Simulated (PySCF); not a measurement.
HCl₃HfO, singlet, geometry from GFN2-xTB (such geometries of metal compounds can be far from the true shape) (core potentials on Hf). Base run: PySCF with DF-B3LYP/def2-SV(P).

PySCF was given this input:
```python
from pyscf import gto, scf, dft

mol = gto.Mole()
mol.atom = '''
    Hf   -0.14925711    0.14034048    0.03130687
    Cl    1.67998636    1.13370639   -0.80467477
    Cl    0.56239264   -0.67929444    1.99434686
    Cl   -0.64878279   -1.60501277   -1.29865558
    O    -1.72626897    1.07595861    0.00766214
    H    -2.53447159    0.84803059   -0.46267216
'''
mol.basis = 'def2-sv(p)'
mol.ecp = {'Hf': 'def2-sv(p)'}
mol.verbose = 4
mol.build()

mf = dft.RKS(mol)
mf.xc = 'b3lyp'
mf = mf.density_fit(auxbasis='def2-universal-jkfit')
mf.kernel()
mf.analyze()
```

Each row names what was changed in the base input (with any setting that the change needs).

```csv
change,E (Eh),HOMO (eV),HOMO-LUMO gap (eV),dipole (D),core-seconds (rough),outcome
base,-1504.26657,-8.96,7.56,2.63,7,converged
functional = m062x,-1504.04704,-10.66,10.25,2.74,9,converged
functional = pbe; dispersion = d3bjm,-1503.61540,-7.89,5.84,2.65,7,converged
functional = mn15,-1503.69688,-9.96,9.22,2.75,8,converged
functional = r2scan,-1504.11873,-8.35,6.38,2.77,10,converged
functional = pbe; dispersion = d3bj,-1503.59505,-7.89,5.84,2.65,7,converged
functional = revpbe,-1503.97648,-7.86,5.87,2.66,7,converged
functional = pw6b95,-,-,-,-,-,not converged
functional = b3lyp; dispersion = d3bj,-1504.28060,-8.96,7.56,2.63,6,converged
functional = mn12l,-1503.55450,-8.64,6.96,2.93,10,converged
functional = blyp; dispersion = d3zero,-1504.16968,-7.63,5.81,2.57,7,converged
functional = b97-1,-1504.03568,-8.98,7.70,2.67,6,converged
functional = scan,-1504.30906,-8.35,6.39,2.77,10,converged
```

Absolute energies of different levels of theory aren't comparable as measures of quality.
